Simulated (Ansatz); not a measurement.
Consider the cleavage of the Ge–Al bond: `B[CH2][AlH][GeH3]` + `[SiH3][SiH2]S` → `[SiH3][SiH2][S][GeH3]` + `B[CH2][AlH2]`.

Computed with Ansatz on PBE0-D4/def2-TZVP structures; ΔE is electronic, products minus reactants. CCSD(T)/CBS is the MP2 limit (def2-TZVPP, def2-QZVPP) plus CCSD(T) − MP2 in def2-TZVPP, frozen cores. Functionals use def2-TZVPP. B3LYP here is the variant with VWN-RPA as its local correlation; programs differ in this. For Ge outer-core shells are correlated without core-valence functions, which leaves a few kJ/mol of doubt a bond. Scalar relativity is left out up to krypton. One conformer a species, not always the lowest.

Is it downhill or uphill in electronic energy at CCSD(T)/CBS, and by how much? (Estimate.)

Computed: Downhill: ΔE = -4.8 kcal/mol.

What do these levels give: r2SCAN-D4, PBE0-D4, PBE, r2SCAN, PBE0, B3LYP, MP2/def2-TZVPP, CCSD/def2-TZVPP, HF/def2-QZVPP, HF/CBS(def2), MP2/CBS(def2), CCSD/CBS(def2)? (Estimate.)

Computed: r2SCAN-D4 -4.1, PBE0-D4 -3.9, PBE -2.2, r2SCAN -3.9, PBE0 -3.1, B3LYP -3.6, MP2/def2-TZVPP -6.7, CCSD/def2-TZVPP -4.5, HF/def2-QZVPP -6.9, HF/CBS(def2) -6.9, MP2/CBS(def2) -6.8, CCSD/CBS(def2) -4.6 kcal/mol.

Largest T1 diagnostic among the species: 0.012.

From PBE to PBE0 (25 % exact exchange), in def2-TZVPP and without D4, ΔE moves by −0.9 kcal/mol. The D4 term adds −1.6 kcal/mol with B3LYP and −0.8 kcal/mol with PBE0; it sums over pairs of atoms, weighted by their polarisabilities, and B3LYP, whose exchange is more repulsive, gets the larger term.
